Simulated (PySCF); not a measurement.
Species: C3LiN.
Bonds: Li1–C2, C2–C3 (triple), C3–C4, C4–N5 (triple).

The closed-shell ground state was solved at several levels (PySCF, density fitting, gas phase, non-relativistic). Isolated species at its PBE0-D3(BJ)/def2-SVP geometry, gas phase.

| level | basis functions | HOMO (eV) | LUMO (eV) | gap (eV) | dipole (D) |
| --- | --- | --- | --- | --- | --- |
| CAM-B3LYP/def2-SVPD | 92 | -8.37 | -1.26 | 7.11 | 11.13 |
| CAM-B3LYP/pcJ-1 | 119 | -8.35 | -1.15 | 7.20 | 11.06 |
| B97-2/pcJ-1 | 119 | -6.83 | -1.52 | 5.31 | 11.09 |
| B3LYP/def2-TZVP | 138 | -6.87 | -1.86 | 5.01 | 11.06 |
| PBE/pcJ-1 | 119 | -5.98 | -1.98 | 4.00 | 10.80 |
| KT2/pcJ-1 | 119 | -5.94 | -1.76 | 4.18 | 10.86 |
| CAM-B3LYP/pcSseg-2 | 165 | -8.41 | -1.27 | 7.14 | 11.16 |
| HF/pcJ-1 | 119 | -9.53 | -0.32 | 9.21 | 11.53 |
| B3LYP/pcJ-0 | 59 | -6.79 | -1.38 | 5.41 | 10.87 |

What might BHandHLYP/pcJ-1 (119 basis functions) give for the same quantities?

HOMO -8.04 eV, LUMO -1.34 eV, gap 6.70 eV, dipole 11.23 D.

Over all these levels, which gives the widest orbital gap and which the narrowest?

HF/pcJ-1 (Hartree–Fock, all exact exchange) has the widest, 9.21 eV, and PBE/pcJ-1 (GGA) the narrowest, 4.00 eV. The two share the basis. From the narrowest to the widest the HOMO moves by -3.55 eV and the LUMO by +1.66 eV.

How much does the basis alone move the frontier levels among the 3 CAM-B3LYP rows?

The HOMO by 0.06 eV and the LUMO by 0.12 eV. By rising basis size (HOMO, LUMO in eV): def2-SVPD -8.37, -1.26; pcJ-1 -8.35, -1.15; pcSseg-2 -8.41, -1.27.

In the pcJ-1 basis, how does the gap go with the fixed share of exact exchange?

PBE (0 %) 4.00 eV; KT2 (0 %) 4.18 eV; B97-2 (21 %) 5.31 eV; BHandHLYP (50 %) 6.70 eV; HF (100 %) 9.21 eV. Each rise in the share widens the gap here.

How far do the dipole and the HOMO energy spread over the levels?

The dipole runs from 10.80 to 11.53 D (mean 11.08 D) and the HOMO from -9.53 to -5.94 eV.
